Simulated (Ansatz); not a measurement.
CH5FGeOSi can be A, `FC1[O][GeH2][SiH2]1`, or B, `F[CH2][GeH]1[O][SiH2]1`.

Calculated with Ansatz (gas phase, PBE0-D4/def2-TZVP geometries, no zero-point term in ΔE). CBS: MP2 limit from def2 TZ/QZ plus the TZ coupled-cluster correction, frozen cores. Functionals use def2-TZVPP. B3LYP here is the variant with VWN-RPA as its local correlation; programs differ in this. For Ge outer-core shells are correlated without core-valence functions, which leaves a few kJ/mol of doubt a bond. Scalar relativity is left out up to krypton. Each species was taken in one conformer, which may not be the lowest.

Task: Which isomer does CCSD(T)/CBS put lower? Give the gap. (Estimate.)

Result: Computed: B, by 47.0 kJ/mol.

Task: Give E(B) − E(A) in kJ/mol with B3LYP-D4, r2SCAN-D4, CCSD/def2-TZVPP, PBE-D4, ωB97M-V, HF/def2-TZVPP, PBE0-D4. (Estimate.)

Result: Ansatz gave: B3LYP-D4 -42.4, r2SCAN-D4 -43.7, CCSD/def2-TZVPP -42.2, PBE-D4 -36.8, ωB97M-V -37.8, HF/def2-TZVPP -36.4, PBE0-D4 -33.9. None reverses the order clearly.

Largest T1 diagnostic: 0.014.

From PBE to PBE0 (25 % exact exchange), in def2-TZVPP and without D4, E(B) − E(A) moves by +3.3 kJ/mol. The D4 term adds +3.5 kJ/mol with B3LYP and +1.6 kJ/mol with PBE0; it sums over pairs of atoms, weighted by their polarisabilities, and B3LYP, whose exchange is more repulsive, gets the larger term.
